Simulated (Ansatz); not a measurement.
Molecule (SMILES): [GeH3] (GeH3), doublet.
Atoms: Ge1, H2, H3, H4. Bonds: Ge1-H2, Ge1-H3, Ge1-H4.

Basis-set convergence of the harmonic zero-point energy at B3LYP with Ansatz (a quantum-chemistry and plane-wave program). Each level at its own minimum, finite differences of forces, unscaled; the reference is a large set that could be run, not a limit. Cartesian d functions, on some or all atoms, in 3-21G, 6-31G; all else is spherical. The program fits the integrals of some runs and decomposes those of others, by size. Open shells are unrestricted. No added dispersion term, no relativity. Reference: the value in pcseg-3, 12.45 kcal/mol, itself unsure by roughly 0.02 kcal/mol (its mean distance from cc-pVQZ, aug-pcseg-2, aug-cc-pVTZ). Deviations are taken from unrounded values.

```csv
basis,functions,harmonic zero-point energy (kcal/mol),minus reference (kcal/mol)
pcseg-0,28,12.15,-0.30
3-21G,29,12.14,-0.31
6-31G,35,12.12,-0.33
def2-SV(P),38,12.46,0.01
cc-pVDZ,42,12.39,-0.06
pcseg-1,42,12.48,0.03
aug-cc-pVDZ,63,12.38,-0.07
aug-pcseg-1,63,12.47,0.02
cc-pVTZ,85,12.45,0.00
def2-TZVPP,90,12.44,-0.01
def2-TZVPPD,105,12.43,-0.02
aug-pcseg-2,128,12.45,0.00
def2-QZVP,165,12.46,0.01
```
